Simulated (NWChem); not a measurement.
Molecule: C3H6OSi; SMILES O=C1C[SiH2]C1

```xyz
11

O      0.5070    -2.0954     0.0000
C      0.0335    -0.9835     0.0000
C     -0.2119    -0.0561    -1.2078
Si     0.1389     1.3898     0.0000
C     -0.2119    -0.0561     1.2078
H      0.3847    -0.2928    -2.0909
H     -1.2757    -0.0594    -1.4834
H     -0.8085     2.5340     0.0000
H      1.5416     1.8749     0.0000
H     -1.2757    -0.0594     1.4834
H      0.3847    -0.2928     2.0909
```
Atoms are numbered in this order, from 1.

Results from NWChem. Structure relaxed at the B3LYP/6-31G* (spherical d) level. Isolated, static molecule.

GIAO at KT2/pcSseg-1: principal shieldings of C3 are 95.7, 139.5, 192.9 ppm; an isolated tetramethylsilane molecule has σ = 183.9 ppm at the same levels.

Q: Find the isotropic 13C shift, its principal values, the span and the skew.

A: 
1. σ(iso) = one third of the sum = 142.7 ppm.
2. δ = σ(reference) − σ = 41.2 ppm against tetramethylsilane.
3. δ11, δ22, δ33 = 88.2, 44.4, -9.0 ppm.
4. Span Ω = δ11 − δ33 = 97.2 ppm; skew κ = 3(δ22 − δ(iso))/Ω = 0.10.
